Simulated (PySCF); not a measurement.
## Ru⁺: ionisation energy

Ru⁺ [Kr] 4d7 [4d3/2^4 4d5/2^3, M_J = 9/2] → Ru²⁺ [Kr] 4d6 [4d3/2^4 4d5/2^2, M_J = 4], as a difference of total energies. All numbers are calculated (PySCF 2.14, the two-component X2C-1e Hamiltonian, in x2c-TZVPPall-2c (8s9p7d2f1g, 93 functions)). Correlated levels: [Ar] 3d10 frozen; the 6 highest virtual spinors dropped. "Screened" scales the spin-orbit matrix elements by Boettger's factors to mimic the two-electron term; Breit and QED terms are absent.

Task: Order these methods by the ionisation energy they give, lowest first.
A. GHF (spin-free)
B. GMP2 (spin-free)
C. GHF (screened spin-orbit)
D. GMP2 (screened spin-orbit)

Result: A (14.837 eV), C (14.877 eV), B (16.491 eV), D (16.537 eV).

The spin-free rows relax to the high-spin LS determinant and lack the spin-orbit shift.

Errors of the correlated levels include the incompleteness of this basis and the frozen core.

The labels give the starting determinants; with spin-orbit coupling the two ends relaxed to ⟨J²⟩ = 24.77, ⟨L²⟩ = 12.12, ⟨S²⟩ = 3.74 and ⟨J²⟩ = 20.02, ⟨L²⟩ = 6.08, ⟨S²⟩ = 5.97.

For comparison: 16.76 ± 0.06 eV (semi-empirical (NIST evaluation); NIST Atomic Spectra Database, ionization energies).
